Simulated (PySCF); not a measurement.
Which determinant of CdC lies lowest?

Unrestricted PBE0; PySCF, scalar-relativistic core potentials, basis sets Cd def2-SVP with ECP28, C def2-SVP. Outer shells of the fragments: Cd 4d10 5s2; C 2s2 2p2.

Followed along the bond (rough minima from three points):

```tsv
2Ms+1	unpaired	⟨S²⟩ at the start	R at minimum (Å)	Te (eV)
3	π ↑↑	2.22	2.19	0.00
1	π ↑↓	1.00	2.19	0.50
3	σ ↑, π ↑	2.01	none in the scan	≤ 1.06
1	σ ↓, π ↑	1.01	none in the scan	≤ 1.29
```

Solutions found at the starting distance of 2.110 Å, counted from the lowest of them; the search is not exhaustive and high or unbound solutions are not listed, so other states can lie among these:

```csv
2Ms+1,unpaired,term,E (eV),⟨S²⟩,⟨Lz²⟩,μ (D)
3,π ↑↑,³Σ⁻,0.00,2.22,0.00,-2.95
1,π ↑↓,mixed,0.50,1.00,2.01,-3.16
3,"σ ↑, π ↑",³Π,1.27,2.01,1.00,-0.33
1,"σ ↓, π ↑",mixed,1.46,1.01,1.00,-0.52
1,none,mixed,1.76,0.00,2.00,-3.21
3,"σ ↑↑, π ↑↓",mixed,2.12,3.01,2.01,-2.32
1,"σ ↓↓, π ↑↑",mixed,2.27,2.01,0.00,-2.54
3,"σ ↑, π ↑",³Π,3.11,2.02,1.03,-4.65
1,"σ ↓, π ↑",mixed,3.36,1.08,1.01,-4.30
3,π ↑↑,mixed,4.44,2.03,2.00,-0.63
```

A term symbol is given only where ⟨S²⟩ and ⟨Lz²⟩ are close to those of a pure state; real π, δ and φ orbitals otherwise mix terms. A positive dipole means Cd(−)C(+).

Spin–orbit coupling is left out.
